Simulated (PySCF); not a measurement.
## Electron correlation in Tm²⁺ (thulium, charge +2)

[Xe] 4f12 5d1, one real determinant (an excited configuration). Computed with PySCF 2.14 in cc-pVDZ-X2C, with scalar relativity by spin-free X2C-1e. Frozen: [Kr] 4d10; 21 electrons correlated.

```csv
level,correlation energy (mhartree)
CCSD,-700.57
(T),-19.19
CCSD(T),-719.76
```

Diagnostics: T1 = 0.021, D1 = 0.1212, largest double amplitude 0.046.

The real determinant used has ⟨L²⟩ near 30 against 56 for a pure K term, so it mixes terms. Spin-orbit coupling, absent here, splits the open shell strongly.

Cost of the coupled-cluster step: roughly 80 core-seconds, for 21 correlated electrons.

The reference is one real determinant that mixes LS terms of this configuration.
